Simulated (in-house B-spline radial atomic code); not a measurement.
## Sc2+: [Ar] 3d1

Computed with an all-electron radial atomic-structure program (B-spline basis): non-relativistic M06-2X, spin-polarised, spherical fractional occupations, exact exchange averaged over the configuration, point nucleus.

Screening seen three ways: the hydrogenic charge with the same mean radius, Z_r = [3n² - l(l+1)]/(2<r>), the one with the same energy, Z_e = n√(-2ε), and Slater's rules. Values are occupation-weighted means over spin.

```csv
shell,electrons,ε (eV),<r> (bohr),Z_r,Z_e,Slater
1s,2,-4454.9,0.07366,20.36,18.09,20.70
2s,2,-506.88,0.3451,17.39,12.21,16.85
2p,6,-422.74,0.3069,16.29,11.15,16.85
3s,2,-76.816,1.084,12.46,7.13,9.75
3p,6,-53.687,1.168,10.71,5.96,9.75
3d,1,-22.234,1.513,6.94,3.84,3.00
```

The least bound orbital is 3d up at -22.23 eV, and it is also the most diffuse (<r> = 1.513 bohr).
